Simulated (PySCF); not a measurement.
Computed vibrations of [PbH3(NH3)]+

[PbH3(NH3)]+ (singlet). PySCF 2.14.0, RKS PBE0, Pb def2-SVP with ECP60, H def2-SVP, N def2-SVP; non-relativistic Hamiltonian with scalar-relativistic core potentials where named; density fitting; no spin-orbit coupling. Central differences of gradients.

```xyz
8

Pb    0.1045   -0.1045    0.1045
H     0.9203    1.1939    0.9203
H    -1.1939   -0.9203    0.9203
H     0.9203   -0.9203   -1.1939
N    -1.2753    1.2753   -1.2753
H    -1.8858    1.8858   -0.7242
H    -0.7242    1.8858   -1.8858
H    -1.8858    0.7242   -1.8858
```

Run from Python with OMP_NUM_THREADS=2. Where DIIS fails, smearing, a level shift and second-order steps follow.
It took 28 s on 2 threads of Arm Neoverse V2, with other jobs on the host.

(1) What are the harmonic wavenumbers and infrared intensities?

(2) Is this a minimum?

Results:

(1) Modes are labelled in C3v; negative numbers are unstable modes, those under 60 cm⁻¹ near the noise; a finer grid moves soft modes by up to 10 cm⁻¹.
```json
{"cm⁻¹": "119", "km/mol": "0.0", "symmetry": "a2"}
{"cm⁻¹": "345", "km/mol": "12.1", "symmetry": "a1"}
{"cm⁻¹": "400", "km/mol": "0.5", "symmetry": "e"}
{"cm⁻¹": "400", "km/mol": "0.5", "symmetry": "e"}
{"cm⁻¹": "624", "km/mol": "41.5", "symmetry": "e"}
{"cm⁻¹": "624", "km/mol": "41.5", "symmetry": "e"}
{"cm⁻¹": "671", "km/mol": "49.2", "symmetry": "a1"}
{"cm⁻¹": "687", "km/mol": "54.2", "symmetry": "e"}
{"cm⁻¹": "687", "km/mol": "54.2", "symmetry": "e"}
{"cm⁻¹": "1279", "km/mol": "98.5", "symmetry": "a1"}
{"cm⁻¹": "1627", "km/mol": "31.4", "symmetry": "e"}
{"cm⁻¹": "1627", "km/mol": "31.4", "symmetry": "e"}
{"cm⁻¹": "1909", "km/mol": "2.3", "symmetry": "a1"}
{"cm⁻¹": "1960", "km/mol": "66.0", "symmetry": "e"}
{"cm⁻¹": "1960", "km/mol": "66.0", "symmetry": "e"}
{"cm⁻¹": "3473", "km/mol": "80.6", "symmetry": "a1"}
{"cm⁻¹": "3588", "km/mol": "97.3", "symmetry": "e"}
{"cm⁻¹": "3588", "km/mol": "97.3", "symmetry": "e"}
```

(2) Yes. Ideal gas at 298.15 K and 1 bar: S = 298.5 J/(mol K), Cp = 80.6 J/(mol K), H − H(0 K) = 16.1 kJ/mol (rigid rotor, harmonic modes, spin degeneracy alone).
